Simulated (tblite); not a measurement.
C₂H₁₂Ge₂OSi.
Z-matrix (Å and degrees, GFN2-xTB geometry), rows numbered from 1:
```
C 
Ge  1  1.9761
C   2  1.9818  1  115.50
Si  3  1.8969  2  113.19  1   -45.92
O   2  1.7713  1  107.11  3  -121.12
Ge  5  1.7239  2  141.26  1    77.46
H   1  1.0875  2  110.07  3    59.48
H   1  1.0861  2  110.87  3   -60.71
H   1  1.0870  2  110.32  3   179.06
H   2  1.5242  1  112.55  3   130.80
H   3  1.0898  2  107.98  1  -168.04
H   3  1.0890  2  108.02  1    76.33
H   4  1.4695  3  111.06  2   -52.50
H   4  1.4673  3  108.29  2  -172.59
H   4  1.4690  3  109.11  2    68.40
H   6  1.5049  5  110.14  2   -50.39
H   6  1.5037  5  109.08  2    70.80
H   6  1.4973  5  103.36  2  -170.07
```

Calculated harmonic vibrations of the isolated species, GFN2-xTB (tblite), most abundant isotopes, no scaling. Against measured fundamentals such values can be off by several per cent, at times by over 20. Modes of hydrogen on germanium and silicon can be 10 to 20 % off. One conformer, not necessarily the lowest.

Harmonic wavenumbers (cm⁻¹): 40.7, 57.1, 72.6, 95.8, 113.1, 125.1, 148.0, 162.7, 193.6, 211.9, 333.7, 469.8, 494.8, 560.7, 578.4, 581.5, 588.3, 625.5, 640.3, 683.7, 701.2, 761.6, 769.5, 780.7, 788.7, 792.8, 799.1, 805.2, 809.8, 818.7, 984.4, 1085.1, 1310.7, 1423.7, 1450.0, 1453.0, 1825.9, 1904.4, 1972.8, 2020.2, 2200.0, 2213.6, 2234.1, 2968.3, 2977.0, 3008.0, 3016.5, 3024.5.

A = 1412, B = 767.7, C = 583.2 MHz; mass 227.908 u (most abundant isotopes); point group C1, symmetry number 1.

Question: What is the zero-point energy?

Answer: ½Σν̃ = 25838 cm⁻¹ = 73.88 kcal/mol.

Question: Give the ideal-gas entropy at 350 K and 1 bar in the rigid-rotor, harmonic-oscillator model (classical rotation).

Answer: Translation 43.00, rotation 31.09, vibration 47.86: S = 121.9 cal/(mol K).

Question: And Cp and H(350 K) − H(0)?

Answer: Cp = 51.48 cal/(mol K), of which vibrations give 43.53 (their classical limit is 48 R = 95.4); H(350 K) − H(0) = 11.11 kcal/mol without the zero-point energy, 8.33 from vibrations.

Question: What must be added to the electronic energy to get the Gibbs energy at 350 K and 1 bar?

Answer: ZPE + [H(350 K) − H(0)] − T·S = 73.88 + 11.11 − 42.68 = 42.31 kcal/mol.

Question: Blend soft modes into free rotors: weight 1/[1 + (100 cm⁻¹/ν̃)⁴] for the oscillator and the rest for a rotor with moment μB/(μ + B), μ = h/(8π²ν), B = 10⁻⁴⁴ kg m². What vibrational entropy results?

Answer: 43.33 cal/(mol K) in place of 47.86, which changes −T·S at 350 K by +1.59 kcal/mol.

Question: Which modes carry the vibrational entropy at 350 K?

Answer: 40.7 cm⁻¹: 5.54; 57.1 cm⁻¹: 4.87; 72.6 cm⁻¹: 4.40; 95.8 cm⁻¹: 3.85; 113.1 cm⁻¹: 3.53; 125.1 cm⁻¹: 3.33 cal/(mol K); the other 42 give 22.34 together.

Question: How do the functions run with temperature in this model?

Answer: 
```tsv
T (K)	S (cal/(mol K))	Cp (cal/(mol K))	H − H(0) (kcal/mol)	G − H(0) (kcal/mol)	ln q(vib)
50	63.9	16.8	0.57	-2.62	0.88
100	78.0	23.9	1.61	-6.19	2.87
298.15	114.1	46.4	8.57	-25.45	10.32
373.15	125.3	53.5	12.32	-34.43	12.90
500	142.3	62.7	19.73	-51.43	17.06
750	170.3	75.1	37.08	-90.64	24.49
1000	193.1	83.1	56.92	-136.15	31.03
```

q(vib) and H(0) count from the zero-point level.

Hindered rotation and anharmonicity are outside this model. Other conformers, if any are populated, would add a mixing term that is left out. The structure is chiral; the term R ln 2 for an equal mix with its mirror image is left out.

Time: 1.3 s of wall time. Hardware: an Arm Neoverse N1 with one thread, no GPU, shared host with 64 logical CPUs at a one-minute load of 61. This covers the Hessian and the dipole derivatives.
